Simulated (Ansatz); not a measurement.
Geometry optimisation, RKS CAM-B3LYP-D4/6-31G* (Ansatz 0.2.0).

input.yaml

```yaml
crystal:
  periodic: [false, false, false]
  atoms:
    - { symbol: Al, position_ang: [0.069964, -0.301118, -0.096542] }
    - { symbol: F, position_ang: [-0.090412, -0.242845, 1.571921] }
    - { symbol: H, position_ang: [1.485488, -0.254459, -0.755149] }
    - { symbol: O, position_ang: [-1.317067, -0.593578, -1.026353] }
    - { symbol: H, position_ang: [-2.192411, -0.700819, -0.64] }
    - { symbol: S, position_ang: [-0.331023, 2.931008, 1.049824] }
    - { symbol: H, position_ang: [-1.671777, 2.899729, 0.940861] }
    - { symbol: H, position_ang: [-0.294261, 1.845281, 1.895139] }
basis:
  gaussian: { orbitals: "6-31G*" }
hamiltonian:
  xc: cam_b3lyp
  dispersion: d4
relax:
  f_tol: 0.03
  max_steps: 50
```

Run as:

```bash
$ ansatz run input.yaml --threads 2 --pin off --max-ram 3072MiB --backend cpu --events-out ev --progress --plain --runs-dir out
```

Task: Where does it end, and by what steps?

Result: The run converged. After 26 steps the energy has fallen by 0.288 eV; H8 moved furthest, 0.83 Å. Joined: Al1–S6 (3.45 → 2.57 Å).

```tsv
step	energy less start (eV)	largest force component (eV/Å)	accepted
0	0.0000	0.760	yes
1	-0.0688	0.624	yes
2	-0.1348	0.617	yes
3	-0.1917	0.595	yes
4	-0.2368	0.346	yes
5	-0.2617	0.419	yes
6	-0.2708	0.172	yes
7	-0.2698	0.163	no
8	-0.2738	0.072	yes
9	-0.2744	0.049	yes
10	-0.2750	0.030	yes
11	-0.2754	0.034	yes
12	-0.2756	0.063	yes
13	-0.2759	0.056	yes
14	-0.2765	0.168	yes
15	-0.2775	0.158	yes
16	-0.2778	0.101	yes
17	-0.2841	0.088	yes
18	-0.2606	0.961	no
19	-0.2848	0.083	yes
20	-0.2854	0.106	yes
21	-0.2869	0.114	yes
22	-0.2879	0.037	yes
23	-0.2879	0.038	yes
24	-0.2883	0.067	yes
25	-0.2883	0.051	no
26	-0.2885	0.014	yes
```

```xyz
8
Properties=species:S:1:pos:R:3
Al -0.055 -0.069 0.060
F -0.336 -0.638 1.600
H 1.435 0.051 -0.435
O -1.323 -0.245 -1.077
H -2.138 -0.699 -0.843
S -0.459 2.409 0.627
H -1.663 2.267 1.210
H 0.198 2.507 1.797
```

Whether the end is a true minimum wasn't checked by a vibrational analysis.

Time of the run: 35 s on 2 threads of Intel(R) Xeon(R) 6975P-C (Granite Rapids), on a shared host, peak memory 0.21 GiB.
